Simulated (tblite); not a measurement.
Species: C₃H₇F₃Si.
Structure used (GFN2-xTB), in Å, numbered top down from 1:
```
atom  x, y, z in Å
C1    -2.2789    0.2583   -0.2280
Si2   -0.5703   -0.3801   -0.7399
C3     0.6699    0.3289    0.5401
C4     2.0508   -0.1419    0.2243
F5     2.4616    0.2362   -0.9998
F6     2.1606   -1.4824    0.2541
F7     2.9834    0.3201    1.0815
H8    -3.0363   -0.0988   -0.9170
H9    -2.5552   -0.0809    0.7664
H10   -2.3209    1.3438   -0.2285
H11   -0.5049   -1.8415   -0.6753
H12   -0.1823    0.1140   -2.0628
H13    0.6849    1.4175    0.5291
H14    0.4369    0.0062    1.5537
```

Computed values, GFN2-xTB/tblite, gas phase, harmonic and unscaled. Against measured fundamentals such values can be off by several per cent, at times by over 20. Modes of hydrogen on silicon can be 10 to 20 % off. One conformer, not necessarily the lowest.

Harmonic wavenumbers (cm⁻¹): 32.0, 75.4, 116.8, 129.0, 178.0, 319.7, 327.1, 442.8, 474.8, 478.0, 569.1, 578.6, 682.2, 742.5, 756.5, 769.7, 775.5, 824.3, 836.5, 847.9, 976.7, 1021.3, 1174.0, 1196.3, 1242.8, 1371.4, 1441.3, 1473.9, 1482.9, 2268.3, 2274.3, 3011.0, 3015.4, 3037.6, 3038.9, 3063.3.

A = 4484, B = 1097, C = 1068 MHz; mass 128.027 u (most abundant isotopes); point group Cs, symmetry number 1.

Task: What is the zero-point energy?

Result: Half the sum of the wavenumbers: 20523 cm⁻¹ = 58.68 kcal/mol.

Task: Give the ideal-gas entropy at 400 K and 1 bar in the rigid-rotor, harmonic-oscillator model (classical rotation).

Result: Translation 41.94, rotation 29.38, vibration 35.05: S = 106.4 cal/(mol K).

Task: And Cp and H(400 K) − H(0)?

Result: Cp = 41.76 cal/(mol K), of which vibrations give 33.81 (their classical limit is 36 R = 71.5); H(400 K) − H(0) = 10.25 kcal/mol without the zero-point energy, 7.07 from vibrations.

Task: Which modes carry the vibrational entropy at 400 K?

Result: 32.0 cm⁻¹: 6.28; 75.4 cm⁻¹: 4.59; 116.8 cm⁻¹: 3.73; 129.0 cm⁻¹: 3.53; 178.0 cm⁻¹: 2.91; 319.7 cm⁻¹: 1.82 cal/(mol K); the other 30 give 12.20 together.

Task: How do the functions run with temperature in this model?

Result: 
```
T (K)  S (cal/(mol K))  Cp (cal/(mol K))  H − H(0) (kcal/mol)  G − H(0) (kcal/mol)  ln q(vib)
  100             68.8              17.2                 1.27                -5.61       1.89
  200             83.3              25.7                 3.41               -13.25       4.23
  300             95.4              34.4                 6.42               -22.20       6.50
  500            116.3              47.5                14.72               -43.44      10.94
  800            141.4              58.7                30.83               -82.25      17.08
 1000            155.0              63.5                43.08              -111.92      20.77
```

q(vib) and H(0) count from the zero-point level.

Hindered rotation and anharmonicity are outside this model. Other conformers, if any are populated, would add a mixing term that is left out.
